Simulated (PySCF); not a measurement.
Two species compared at the same levels of theory.

First species: H9OPSi3.
Bonds: Si1–Si2, Si2–O3, O3–Si4, Si4–P5. Hydrogens: H6, H7, H8 on Si1; H9, H10 on Si2; H11, H12 on Si4; H13, H14 on P5.

Second species: C₉H₉BrOSi.
InChI=1S/C9H9BrOSi/c1-11-9-6-7-4-2-3-5-8(7)12(9)10/h2-6,12H,1H3/t12-/m0/s1

Levels: wB97X-D/def2-SVPD for dipole moment, HOMO energy, LUMO energy, HOMO–LUMO gap, static isotropic polarisability and electronic spatial extent ⟨r²⟩ about the centre of nuclear charge; TDDFT wB97X-D/def2-SVPD for lowest singlet excitation; TDA wB97X-D/def2-SVPD for lowest triplet excitation (Tamm–Dancoff); PBE0-D3(BJ)/def2-SVP for rotational constant A and rotational constant C. Geometries: PBE0-D3(BJ)/def2-SVP. All species are isolated and taken at one optimised geometry, non-relativistic unless stated. Electronic properties by PySCF.

The conformers computed, where there is a choice (atom-mapped SMILES and torsion angles):
- `[SiH3:1][SiH2:2][O:3][SiH2:4][PH2:5]`: Si1–Si2–O3–Si4 71°, Si2–O3–Si4–P5 9°, H–P5–Si4–O3 83°, H–P5–Si4–O3 177°
- `[CH3:1][O:2][C:3]1=[CH:4][c:5]2[cH:6][cH:7][cH:8][cH:9][c:10]2[Si@@H:11]1[Br:12]`: C1–O2–C3–C4 2°

Values for the first species:

* Dipole moment: 0.60 D
* HOMO energy: -9.39 eV
* LUMO energy: 1.10 eV
* HOMO–LUMO gap: 10.49 eV
* Lowest singlet excitation: 6.24 eV
* Lowest triplet excitation (Tamm–Dancoff): 5.62 eV
* Static isotropic polarisability: 113.9 au
* Electronic spatial extent ⟨r²⟩ about the centre of nuclear charge: 1450 bohr²
* Rotational constant A: 2.588 GHz
* Rotational constant C: 0.847 GHz

(1) Estimate the same properties for the second species, and the change in each.

Answers

(1) 
```json
{"property": "dipole moment", "first": "0.60 D", "second": "2.79 D", "second less first": "+2.19 D"}
{"property": "HOMO energy", "first": "-9.39 eV", "second": "-7.90 eV", "second less first": "+1.49 eV"}
{"property": "LUMO energy", "first": "1.10 eV", "second": "0.07 eV", "second less first": "-1.03 eV"}
{"property": "HOMO–LUMO gap", "first": "10.49 eV", "second": "7.97 eV", "second less first": "-2.52 eV"}
{"property": "lowest singlet excitation", "first": "6.24 eV", "second": "3.89 eV", "second less first": "-2.35 eV"}
{"property": "lowest triplet excitation (Tamm–Dancoff)", "first": "5.62 eV", "second": "2.83 eV", "second less first": "-2.79 eV"}
{"property": "static isotropic polarisability", "first": "113.9 au", "second": "156.8 au", "second less first": "+42.9 au"}
{"property": "electronic spatial extent ⟨r²⟩ about the centre of nuclear charge", "first": "1450 bohr²", "second": "3356 bohr²", "second less first": "+1906 bohr²"}
{"property": "rotational constant A", "first": "2.588 GHz", "second": "0.717 GHz", "second less first": "-1.871 GHz"}
{"property": "rotational constant C", "first": "0.847 GHz", "second": "0.310 GHz", "second less first": "-0.537 GHz"}
```

On the first: No computed singlet falls in the visible range (750 to 380 nm, 1.65 to 3.26 eV); S1 lies 2.98 eV above its blue end. The principal polarisabilities are 104.4, 114.0 and 123.1 au; their mean is the isotropic value.

On the second: S1 lies 4.08 eV below the HOMO–LUMO gap; its leading configuration is HOMO→LUMO, weight 0.96. The principal polarisabilities are 104.5, 162.5 and 203.3 au; their mean is the isotropic value. The calculation is non-relativistic and has no spin–orbit coupling, an omission that weighs most on bromine.
